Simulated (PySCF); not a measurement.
Species: CrH₄ (triplet state).
SMILES: `[H][Cr]([H])([H])[H]`

Theory: PBE0-D3(BJ)/def2-SVP geometry optimisation, gas phase in PySCF 2.14.0.

Masses are those of the commonest isotopes; rigid-rotor values at the optimised geometry. 

(1) Give the principal moments of inertia and the rotational constants in MHz.

(2) What kind of rotor is it?

## Answers

(1) Ia = 6.76, Ib = 6.77, Ic = 6.78 u·Å²; 505379 MHz·u·Å²/I gives A = 74733, B = 74666, C = 74586 MHz.

(2) A spherical top, as the point group Td requires three equal moments; the computed ones differ by 0.20 % because the geometry is symmetric only within the optimiser's tolerance.

The point group Td allows no dipole (computed: 0.01 D), so a rigid rotor has no electric-dipole lines.

Problem. Estimate the classical rotational partition function at 25 K, 200 K and 298.15 K.

Solution. Point group Td, symmetry number σ = 12; q = (√π/σ)·√((kT/h)³/(ABC)), k/h = 20836.6 MHz/K: 2.7 at 25 K, 61.6 at 200 K, 112 at 298.15 K.

For this open shell read J as N, the rotation without spin; fine and hyperfine splittings come on top. PBE0-D3(BJ)/def2-SVP frequencies: not computed here. ⟨S²⟩ = 2.303 (exact for a triplet: 2.00). No vibrational averaging or centrifugal distortion is included, and the geometry carries the error of its method.

Hardware: x86-64 server, one thread, shared host. Cost: 3.5 s of wall time. That covers the optimisation of the geometry.

Neither the SCF state along the optimisation nor the shape of the open-shell metal species was proved the lowest: other solutions of the same spin, or a structure of lower symmetry, can lie below.
